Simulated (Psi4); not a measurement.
Br$_{2}$Ge, charge -1, doublet, at a GFN2-xTB geometry (a state made from the parent by changing its charge; the spin is typed, not shown lowest) (a gas-phase anion, which may not be bound at this level); B3LYP/6-311G** (Psi4).

Psi4 was given this input:
```
memory 2 GB

molecule {
-1 2
Ge    0.01772041    0.00659318    1.06702307
Br    1.10832851   -1.68300099   -0.49594218
Br   -1.12453002    1.67697294   -0.47962177
}

set {
  basis 6-311g**
  reference uks
  scf_initial_accelerator ediis
}

energy('b3lyp')
print_variables()
```

The log (banner, timings and long lists left out):

```
   => Loading Basis Set <=

    Name: 6-311G**
    Role: ORBITAL
    Keyword: BASIS

         ---------------------------------------------------------
                                   SCF
               by Justin Turney, Rob Parrish, Andy Simmonett
                          and Daniel G. A. Smith
                              UKS Reference
         ---------------------------------------------------------

  ==> Geometry <==

    Molecular point group: c2v
    Full point group: C2v

    Geometry (in Angstrom), charge = -1, multiplicity = 2:

       Center              X                  Y                   Z               Mass
    ------------   -----------------  -----------------  -----------------  -----------------
         GE          -0.000000000000     0.000000000000     1.059052711256    73.921177761000
         BR           0.000000000000    -2.017135864354    -0.495996406588    78.918337600000
         BR          -0.000000000000     2.017135864354    -0.495996406588    78.918337600000

  Running in c2v symmetry.

  Rotational constants: A =      0.13847  B =      0.02625  C =      0.02207 [cm^-1]
  Rotational constants: A =   4151.32404  B =    786.93520  C =    661.53332 [MHz]
  Nuclear repulsion =  626.084142230310022

  Charge       = -1
  Multiplicity = 2
  Electrons    = 103
  Nalpha       = 52
  Nbeta        = 51

  ==> Algorithm <==

  SCF Algorithm Type is DF.
  DIIS enabled.
  MOM disabled.
  Fractional occupation disabled.
  Guess Type is SAD.
  Energy threshold   = 1.00e-06
  Density threshold  = 1.00e-06
  Integral threshold = 1.00e-12

  ==> Primary Basis <==

  Basis Set: 6-311G**
    Blend: 6-311G**
    Number of shells: 54
    Number of basis functions: 132
    Number of Cartesian functions: 141
    Spherical Harmonics?: true
    Max angular momentum: 2

  ==> DFT Potential <==

   => LibXC <=

    Version 7.1.2
    S. Lehtola, C. Steigemann, M. J. T. Oliveira, and M. A. L. Marques,  SoftwareX 7, 1–5 (2018) (10.1016/j.softx.2017.11.002)

   => Composite Functional: B3LYP <=

    B3LYP Hyb-GGA Exchange-Correlation Functional

    P. J. Stephens, F. J. Devlin, C. F. Chabalowski, and M. J. Frisch,  J. Phys. Chem. 98, 11623 (1994) (10.1021/j100096a001)

    Deriv               =              1
    GGA                 =           TRUE
    Meta                =          FALSE

    Exchange Hybrid     =           TRUE
    MP2 Hybrid          =          FALSE

   => Exchange Functionals <=

    0.0800   Slater exchange
[...]
   @S^2 Expected:                7.500000000E-01
   @S^2 Observed:                7.526582181E-01
   @S   Expected:                5.000000000E-01
   @S   Observed:                5.000000000E-01

    Orbital Energies [Eh]
    ---------------------

    Alpha Occupied:

[...]
       9B1     0.005590

    Alpha Virtual:

[...]
    Beta Occupied:

[...]
    Beta Virtual:

[...]
    Final Occupation by Irrep:
             A1    A2    B1    B2
    DOCC [    21,    6,    8,   16 ]
    SOCC [     0,    0,    1,    0 ]
    NA   [    21,    6,    9,   16 ]
    NB   [    21,    6,    8,   16 ]

  @DF-UKS Final Energy: -7225.46111036672482

   => Energetics <=

    Nuclear Repulsion Energy =            626.0841422303100217
    One-Electron Energy =              -11331.0958317100739805
    Two-Electron Energy =                3690.2282412404565548
    DFT Exchange-Correlation Energy =    -210.6776621274164540
    Empirical Dispersion Energy =           0.0000000000000000
    VV10 Nonlocal Energy =                  0.0000000000000000
    Total Energy =                      -7225.4611103667248244

  UHF NO Occupations:
  HONO-2 :    8 B1 1.9998842
  HONO-1 :   21 A1 1.9990203
  HONO-0 :    9 B1 1.0000000
  LUNO+0 :   22 A1 0.0009797
  LUNO+1 :   10 B1 0.0001158
  LUNO+2 :   17 B2 0.0001143
  LUNO+3 :   23 A1 0.0000867

Computation Completed

Properties will be evaluated at   0.000000,   0.000000,   0.000000 [a0]

Properties computed using the SCF density matrix

 Multipole Moments:

 ------------------------------------------------------------------------------------
     Multipole            Electronic (a.u.)      Nuclear  (a.u.)        Total (a.u.)
 ------------------------------------------------------------------------------------

 L = 1.  Multiply by 2.5417464519 to convert [e a0] to [Debye]
 Dipole X            :          0.0000000            0.0000000            0.0000000
 Dipole Y            :          0.0000000            0.0000000            0.0000000
 Dipole Z            :          2.0229928           -1.5685893            0.4544036
 Magnitude           :                                                    0.4544036

 ------------------------------------------------------------------------------------

  Variable Map:
  ----------------------------------------------------------------------------
[...]
  Array Variable Map:
  ----------------------------------------------------------------------------
[...]
[...]
```
